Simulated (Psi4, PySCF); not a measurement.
H₃O₄P, charge +1, doublet, at a GFN2-xTB geometry (a state made from the parent by changing its charge; the spin is typed, not shown lowest), atoms displaced at random by about 0.08 Å a coordinate. Base run: PySCF with B3LYP/STO-3G, gradient.

The PySCF input:
```python
from pyscf import gto, scf, dft

mol = gto.M(
    atom='''
O     0.71284224    0.00836629    1.51157768
P    -0.08227974   -0.04181235   -0.10958403
O     1.17232722   -0.01539796   -0.86623140
O    -0.75076363   -1.20085449   -0.30459063
O    -0.85796417    1.29864043   -0.24694323
H     1.03703068    0.69632718    1.81017169
H    -0.62444932   -1.97816009    0.02442792
H    -1.39492314    1.54569893   -1.12246099
''',
    basis='sto-3g',
    charge=1,
    spin=1,
    verbose=3,
)

mf = dft.UKS(mol)
mf.xc = 'b3lyp'
mf.kernel()
g = mf.nuc_grad_method()
grad = g.kernel()
```

Programs used: Psi4, PySCF; a row that names a program was run with it.

The coordinate followed is x of atom 8.

The base run was repeated with changes; each row names its change, and settings that it needs were set with it.

```tsv
change	dE/dx (Eh/bohr)	net force (Eh/bohr)
base	-0.020704	0.000035
conv_tol = 1e-4	-0.020685	0.000035
density fitting = on	-0.020699	0.000035
conv_tol = 1e-6	-0.020702	0.000035
finite difference step (bohr) = 1e-3; conv_tol = 1e-11	-0.020704	-
grids.level = 0; grid_response = off	-0.020749	0.003759
code = psi4	-0.020701	0.000094
finite difference step (bohr) = 1e-4; conv_tol = 1e-11	-0.020704	-
finite difference step (bohr) = 0.01; conv_tol = 1e-11	-0.020704	-
grids.level = 0; grid_response = on	-0.022722	0.000000
finite difference step (bohr) = 0.2; conv_tol = 1e-11	-0.020872	-
finite difference step (bohr) = 1e-5; conv_tol = 1e-11	-0.020705	-
```

The net force is zero for an exact gradient.

Open shells are given as the SCF converged; they aren't shown to be the lowest states, and a large step between rows can be another state.
